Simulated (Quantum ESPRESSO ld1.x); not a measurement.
The numbers below are computed, except where a source is named.
Ca+, configuration [Ar] 4s0.75 4f0.25 (fractional occupations, a model configuration). Code: ld1.x of Quantum ESPRESSO 7.5. Model: scalar-relativistic Kohn-Sham, LDA (Slater exchange, Perdew-Wang correlation), spin-polarised, spherical densities, point nucleus; open shells are filled with parallel spins first.

Normalised radial functions P(r) = r R(r), r in bohr:

```
   r/bohr * 2p down, o 3s up (the largest magnitude, 1.69, reaches the edge; | marks zero, & curves that meet)
 0.008398                             * o
  0.01138                             *  o
  0.01543                             |* o
  0.02091                             |*  o
  0.02833                             | *  o
   0.0384                             |   *o
  0.05163                             |   o  *
  0.06997                             |  o      *
  0.09482                             |o             *
   0.1285                          o  |                   *
   0.1742                       o     |                        *
    0.236                    o        |                          *
   0.3174                      o      |                         *
   0.4301                            o|                   *
   0.5829                             |      o    *
     0.79                             |    *         o
    1.071                             | *             o
    1.451                             *           o
    1.967                             *     o
    2.644                             * o
    3.583                             &
    4.856                             &
    6.582                             &
     8.92                             &
    12.09                             &
    16.25                             &
    22.03                             &
    29.85                             &
```

2p down: eigenvalue -342.92 eV, 0 radial nodes, <r> = 0.328 bohr, 90 % of the charge inside 0.542 bohr. 3s up: eigenvalue -55.084 eV, 2 radial nodes at r = 0.101, 0.451 bohr, <r> = 1.16 bohr, 90 % of the charge inside 1.74 bohr.
